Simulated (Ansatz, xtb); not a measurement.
GaH2OSi: which of two structures lies lower

Structure X: `[SiH2][O][Ga]`, a doublet. Structure Y: a doublet given by its coordinates. Both are isolated molecules in the gas phase, relaxed with PBE-D3(BJ)/def2-SVP; the shapes shown needn't be the lowest conformers.

X (Å):

```xyz
5

Ga    2.5995    0.2444    0.5857
O     0.9669   -0.2240   -0.1117
Si   -0.5167   -0.7611   -0.6539
H    -0.4629   -1.0612   -2.1393
H    -1.5844    0.2867   -0.4055
```

Y (Å):

| atom | x (Å) | y (Å) | z (Å) |
| --- | --- | --- | --- |
| Ga | -2.6051 | -1.7500 | -3.0622 |
| O | -2.8596 | 0.0344 | -1.7404 |
| Si | -1.8430 | -1.0686 | -0.6863 |
| H | -2.4890 | 0.8989 | -2.0026 |
| H | -0.5069 | -0.2956 | -0.8244 |

Close contacts (Å): Ga1–O2 2.24, Ga1–Si3 2.59, O2–Si3 1.83, O2–H4 0.98, Si3–H5 1.55.

Q: Estimate which is lower in electronic energy at CCSD(T)/def2-SVP, and by roughly how much.

A: The CCSD(T)/def2-SVP calculation puts structure X lower, by 1.274 eV.

Level by level:

```json
{"level": "GFN2-xTB", "geometry": "GFN2-xTB", "E(Y) − E(X) (eV)": "+1.702", "departure from the last row (eV)": "+0.428", "job, with rough time for the two": "optimisation, 0.12 s"}
{"level": "HF/STO-3G", "geometry": "GFN2-xTB", "E(Y) − E(X) (eV)": "+2.153", "departure from the last row (eV)": "+0.879", "job, with rough time for the two": "single point, 7.2 s"}
{"level": "r2SCAN-D4/def2-SVP", "geometry": "GFN2-xTB", "E(Y) − E(X) (eV)": "+1.617", "departure from the last row (eV)": "+0.343", "job, with rough time for the two": "single point, 4 s"}
{"level": "PBE-D3(BJ)/def2-SVP", "geometry": "PBE-D3(BJ)/def2-SVP", "E(Y) − E(X) (eV)": "+0.972", "departure from the last row (eV)": "−0.302", "job, with rough time for the two": "optimisation, 41 s"}
{"level": "HF/def2-SVP", "geometry": "PBE-D3(BJ)/def2-SVP", "E(Y) − E(X) (eV)": "+1.575", "departure from the last row (eV)": "+0.301", "job, with rough time for the two": "part of the CCSD(T) run"}
{"level": "MP2/def2-SVP", "geometry": "PBE-D3(BJ)/def2-SVP", "E(Y) − E(X) (eV)": "+1.477", "departure from the last row (eV)": "+0.202", "job, with rough time for the two": "part of the CCSD(T) run"}
{"level": "CCSD(T)/def2-SVP", "geometry": "PBE-D3(BJ)/def2-SVP", "E(Y) − E(X) (eV)": "+1.274", "departure from the last row (eV)": "", "job, with rough time for the two": "single point, 13 s"}
```

The levels shown agree on the order. The largest departure from CCSD(T)/def2-SVP is that of HF/STO-3G, 0.879 eV.

With harmonic frequencies from PBE-D3(BJ)/def2-SVP (ideal gas, rigid rotor, one conformer each, 298.15 K, 1 atm): the zero-point term adds +0.052 eV; ΔH is +1.328 and ΔG +1.337 eV.

Open shells are spin-unrestricted, with notable spin contamination under HF/STO-3G, HF/def2-SVP, MP2/def2-SVP, CCSD(T)/def2-SVP. The correlated steps freeze 15 core orbitals; the filled d shell of Ga is correlated, in a basis made for valence electrons. Mirror images aren't counted in ΔG. Codes used: Ansatz 0.2.0, xtb 6.7.1; the last row on 1 thread of Intel(R) Xeon(R) 6975P-C (Granite Rapids) on a shared host.
